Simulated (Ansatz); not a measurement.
A nudged elastic band was laid between two geometries of BFH$_{6}$N$_{2}$Si (11 atoms, charge 0, multiplicity 1).

These are results of Ansatz 0.2.0, RKS PBE-D4/def2-SVP, not measurements.

```yaml
movable_images: 9
climbing_image: yes
spring: 5.0 eV/Å²
optimiser: quadratic models (default)
start_path: through a guess of the saddle point
force_threshold: 0.05 eV/Å
iteration_limit: 60
end_points: relaxed
```

First end point:

```xyz
11
Properties=species:S:1:pos:R:3
N -0.778 1.468 1.496
B -0.707 0.455 0.516
N 0.540 -0.087 0.033
Si 0.698 -1.256 -1.240
F 0.920 -0.545 -2.706
H 0.029 1.916 1.930
H -1.670 1.827 1.831
H -1.747 0.008 0.065
H 1.411 0.300 0.413
H -0.558 -2.062 -1.321
H 1.929 -2.079 -0.998
```

Last end point:

```xyz
11
Properties=species:S:1:pos:R:3
N -1.339 0.928 0.792
B 0.044 0.786 1.025
N 0.907 -0.061 0.227
Si 0.531 -1.068 -1.132
F 0.697 -0.283 -2.566
H -1.864 0.459 0.053
H -1.919 1.516 1.386
H 0.537 1.408 1.951
H 1.893 -0.026 0.497
H -0.905 -1.490 -1.040
H 1.482 -2.225 -1.173
```

Question: Which bonds break or form, and what moves?

Answer: No bond is made or broken. The dihedral N1–B2–N3–H9 goes from -1 to 178°.

Question: Give the energies along the band, and the barrier.

Answer: The run converged. The highest image is number 5 of 0 to 10, 47.7 kJ/mol above the first end and 45.2 kJ/mol above the last; the last end lies 2.6 kJ/mol above the first. A vibrational analysis at the climbing image gives one clearly imaginary mode, 344i cm⁻¹: a first-order saddle point.

```
image  path coordinate (Å)  energy (kJ/mol)  dihedral N1–B2–N3–H9 (°)
    0                 0.00              0.0                        -1
    1                 0.63              2.9                         5
    2                 1.25             11.3                        13
    3                 1.88             23.8                        24
    4                 2.51             38.5                        44
    5                 3.13             47.7                        79
    6                 3.98             30.0                       134
    7                 4.82              9.7                       160
    8                 5.66              4.3                       172
    9                 6.51              3.8                       173
   10                 7.35              2.6                       178
```

Question: What is the geometry of the highest image?

Answer: 
```xyz
11
Properties=species:S:1:pos:R:3
N -0.867 1.560 0.779
B -0.566 0.220 1.047
N 0.603 -0.429 0.413
Si 0.651 -1.129 -1.159
F 0.765 -0.005 -2.362
H -0.319 2.121 0.122
H -1.657 2.052 1.196
H -1.300 -0.383 1.819
H 1.508 -0.215 0.843
H -0.631 -1.862 -1.404
H 1.878 -1.984 -1.274
```

Question: What are the harmonic wavenumbers there?

Answer: 344i, 52, 124, 229, 287, 424, 573, 595, 649, 759, 787, 824, 882, 892, 908, 939, 1041, 1119, 1176, 1354, 1542, 2189, 2206, 2507, 3492, 3510, 3607 cm⁻¹.

Run time: 3.6 min on 2 threads of Arm Neoverse V1, with other jobs on the host, peak memory 0.14 GiB.
